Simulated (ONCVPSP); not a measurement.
**Transferability test, ONCV potential for I (Z = 53)**

I (Z = 53), optimised norm-conserving Vanderbilt (ONCV), made with ONCVPSP 4.0.1 (PBE, scalar-relativistic). Core [Kr] 4d10, reference 5s2 5p5. Waves: 5s: rc 1.80 bohr, ncon 5, nbas 8, qcut 2.8 1/bohr, 1 projector; 5p: rc 1.95 bohr, ncon 4, nbas 7, qcut 3.4 1/bohr, 3 projectors, debl 0.5 Ha. Local part: polynomial inside 1.65 bohr (lpopt 4, dvloc0 0 Ha). Core correction: Teter function, fcfact 2, rcfact 1.

Energies are relative to the spin-unpolarised reference configuration 5s2 5p5; without spin polarisation the order of configurations can differ from experiment.

```json
{"valence configuration": "5s2 5p3", "charge": "+2", "ΔE all-electron (eV)": "30.978", "error AE − PS (meV)": "-22"}
{"valence configuration": "5s2 5p4.5", "charge": "+0.5", "ΔE all-electron (eV)": "4.532", "error AE − PS (meV)": "-1.8"}
```

Task: What are ΔE and the potential's error for 5s2 5p4?

Result: ΔE = 11.131 eV all-electron; the error (AE − PS) is -5.7 meV.

Task: What are ΔE and the potential's error for 5s2 5p2?

Result: ΔE = 60.307 eV all-electron; the error (AE − PS) is -48 meV.

Levels in the configuration 5s2 5p4:

| level | all-electron (eV) | pseudo (eV) |
| --- | --- | --- |
| 5s | -26.250 | -26.254 |
| 5p | -15.349 | -15.355 |

Note: ghosts flagged at negative energy: p at -120.8 eV; GHOST(+) flagged for s at 19.7 eV, p at 221.3 eV. A true bound ghost makes a file unfit for plane-wave use.
